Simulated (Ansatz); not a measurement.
Reaction (ligand exchange at the Si–C bond): `[SiH3]CC=S` + `[OH][GeH2][SiH3]` → `[SiH3][O][GeH2][SiH3]` + `CC=S`

Program: Ansatz. Geometries: PBE0-D4/def2-TZVP. ΔE: electronic, gas phase. CCSD(T)/CBS is the MP2 limit (def2-TZVPP, def2-QZVPP) plus CCSD(T) − MP2 in def2-TZVPP, frozen cores. DFT in def2-TZVPP. B3LYP here is the variant with VWN-RPA as its local correlation; programs differ in this. For Ge outer-core shells are correlated without core-valence functions, which leaves a few kJ/mol of doubt a bond. Scalar relativity is left out up to krypton. Each species was taken in one conformer, which may not be the lowest.

`[SiH3]CC=S`:

```xyz
10

Si   -1.084    0.019    0.763
C     0.100    0.388   -0.678
C     1.393   -0.266   -0.424
S     1.867   -1.699   -0.996
H    -1.370   -1.435    0.799
H    -2.340    0.786    0.556
H    -0.456    0.439    2.041
H     0.205    1.477   -0.727
H    -0.369    0.012   -1.590
H     2.054    0.279    0.256
```

`[OH][GeH2][SiH3]`:

```xyz
9

O    -0.218    1.991    0.735
Ge    0.778    0.680    0.030
Si   -0.506   -1.330   -0.116
H    -0.955    2.234    0.171
H     1.288    1.122   -1.361
H     1.963    0.565    1.001
H     0.299   -2.409   -0.750
H    -1.714   -1.082   -0.948
H    -0.934   -1.769    1.238
```

`[SiH3][O][GeH2][SiH3]`:

Cartesian coordinates in Å:
```
Si 2.471 -0.154 0.286
O 0.886 -0.306 -0.080
Ge -0.571 0.621 0.377
Si -2.379 -0.458 -0.733
H 2.694 -0.262 1.755
H 3.211 -1.239 -0.404
H 2.999 1.165 -0.163
H -0.681 0.584 1.916
H -0.353 2.081 -0.072
H -2.157 -0.420 -2.200
H -2.476 -1.867 -0.275
H -3.644 0.254 -0.408
```

`CC=S`:

```xyz
7

C     0.368    0.548    0.136
C    -0.433   -0.678   -0.096
S    -1.118   -1.117   -1.484
H     1.367    0.274    0.493
H    -0.088    1.141    0.937
H     0.453    1.152   -0.766
H    -0.549   -1.321    0.780
```

| level | ΔE (kJ/mol) | difference from CCSD(T)/CBS |
| --- | --- | --- |
| PBE-D4 | -84.2 | 18.8 |
| PBE0-D4 | -91.5 | 11.5 |
| B3LYP-D4 | -103.0 | 0.0 |
| ωB97X-V | -102.4 | 0.6 |
| ωB97M-V | -101.0 | 2.0 |
| B2PLYP | -105.8 | -2.8 |
| PBE | -85.2 | 17.8 |
| r2SCAN | -96.6 | 6.4 |
| HF/def2-TZVPP | -127.7 | -24.7 |
| SCS-MP2/def2-TZVPP | -108.4 | -5.4 |
| CCSD/def2-TZVPP | -107.3 | -4.3 |
| CCSD(T)/def2-TZVPP | -103.3 | -0.3 |
| SCS-MP2/def2-QZVPP | -108.7 | -5.7 |
| HF/CBS(def2) | -129.4 | -26.4 |
| MP2/CBS(def2) | -101.8 | 1.2 |
| CCSD/CBS(def2) | -107.0 | -4.0 |
| CCSD(T)/CBS | -103.0 | 0 |

Largest T1 diagnostic among the species: 0.016.

In def2-TZVPP, CCSD(T) changes the Hartree–Fock value by +24.4 kJ/mol (the triples alone add +4.0 kJ/mol) and MP2 by +25.5 kJ/mol. From PBE to PBE0 (25 % exact exchange), in def2-TZVPP and without D4, ΔE moves by −7.1 kJ/mol.
